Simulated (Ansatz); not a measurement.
Reaction (redistribution): `[SH][Sn]([SH])([Cl])[Cl]` + `N[SiH]([SiH3])Cl` → `[SH][Sn]([Cl])([Cl])[Cl]` + `N[SiH]([SiH3])S`

Isolated molecules relaxed with PBE0-D4/def2-TZVP in Ansatz; ΔE leaves out vibrations. CCSD(T)/CBS is the MP2 limit (def2-TZVPP, def2-QZVPP) plus CCSD(T) − MP2 in def2-TZVPP, frozen cores. DFT in def2-TZVPP. HSE06 is defined as in plane-wave codes. Elements past krypton have def2 core potentials. For Sn outer-core shells are correlated without core-valence functions, which leaves a few kJ/mol of doubt a bond. One conformer a species, not always the lowest.

```csv
level,ΔE (kJ/mol),difference from CCSD(T)/CBS
revPBE-D4,25.8,-2.0
r2SCAN-D4,27.3,-0.5
r2SCAN0-D4,27.6,-0.2
HSE06-D4,27.1,-0.7
ωB97X-V,26.8,-1.0
revPBE,26.7,-1.1
r2SCANh,27.5,-0.3
LC-ωPBE,26.3,-1.5
RPA@PBE/def2-TZVPP,27.2,-0.6
HF/def2-SVP,28.3,0.5
CCSD/def2-SVP,27.9,0.1
CCSD(T)/def2-SVP,28.0,0.2
CCSD/def2-TZVPP,27.8,0.0
HF/def2-QZVPP,24.0,-3.8
SCS-MP2/def2-QZVPP,28.8,1.0
MP2/CBS(def2),30.6,2.8
CCSD(T)/CBS,27.8,0
```

Question: What do rigid-rotor, harmonic-oscillator terms from PBE0-D4/def2-TZVP frequencies (298.15 K, 1 bar) make of the CCSD(T)/CBS value? (An estimate is asked.)

Answer: Ansatz gave: ΔZPE = -1.3 kJ/mol, ΔH = +27.1 kJ/mol, ΔS = 13 J/(mol·K), ΔG = +23.2 kJ/mol. Modes under 50 cm⁻¹ make the entropy rough.

Largest T1 diagnostic among the species: 0.012.

Leaving LDA and LC-ωPBE aside and taking each functional with its dispersion term where it has one, the values, not all of them listed here, spread over 5.0 kJ/mol, from B97M-V to B2PLYP.
